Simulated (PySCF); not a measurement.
# Pd: ionisation energy

Pd [Kr] 4d10 (1S) → Pd⁺ [Kr] 4d9 (2D), as a difference of total energies. Computed with PySCF 2.14 in def2-SVP with the def2 core potential (28 electrons) (5s3p2d1f, 31 functions), with a scalar-relativistic core potential. Correlated levels: valence: 4s2 4p6 frozen. The calculations carry no spin-orbit coupling.

Problem. Order these methods by the ionisation energy they give, lowest first.
A. r2SCAN
B. MP2 (valence)
C. PBE0
D. UHF

Solution. D (6.270 eV), B (7.893 eV), C (8.359 eV), A (8.400 eV).

Errors of the correlated levels include the incompleteness of this basis and the frozen core.

For comparison: 8.512 eV (measured; NIST levels, between the centres of gravity of the two terms).
